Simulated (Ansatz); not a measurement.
CH2O, SMILES `[CH]O` (excited triplet; H–C–O–H torsion 102°) (charge 0, multiplicity 3). This triplet is an excited state, 0.96 eV above the relaxed singlet at the level composite: frozen-core CCSD(T) with HF/cc-pVQZ and the correlation energy extrapolated as X^-3 from cc-pVTZ and cc-pVQZ, plus CCSDT(Q) minus CCSD(T) in cc-pVDZ // PBE0-D3(BJ)/def2-TZVP (Ansatz, a first-principles code).

Computed with LDA/cc-pVTZ // PBE0-D3(BJ)/def2-TZVP (Ansatz).

Ansatz 0.2 input:
```yaml
crystal:
  periodic: [false, false, false]
  atoms:
    - { symbol: C, position_ang: [0.544267, 0.285795, -0.245439] }
    - { symbol: O, position_ang: [-0.674742, 0.278985, 0.275177] }
    - { symbol: H, position_ang: [1.396279, -0.249455, 0.17725] }
    - { symbol: H, position_ang: [-1.265804, -0.315323, -0.206989] }
basis:
  gaussian: { orbitals: cc-pVTZ }
hamiltonian:
  xc: lda
magnetization:
  spin_polarized: true
  initial_magnetization: 2
```

Output:

```
Functional definition: SPW92
451 factors; their error is unknown
mean field evaluation 1: about -3085.1963 eV, gradient 3.0e1 eV
mean field evaluation 2: about -3079.6816 eV, gradient 5.0e1 eV
mean field evaluation 4: about -3088.6828 eV, gradient 2.4e0 eV
mean field evaluation 8: about -3088.6978 eV, gradient 2.7e-2 eV
mean field -3088.69782262 eV, -113.5075513869 hartree, gradient 1.5e-5 eV, S^2 2.002900; 0 other end points of the search recorded, 0 dependent functions left out
reference -3088.69784559 eV, -113.5075522307 hartree; 9, 7 occupied and 79, 81 virtual orbitals, 451 factors
Total energy: -3088.69784559 eV, -113.5075522307 hartree
```
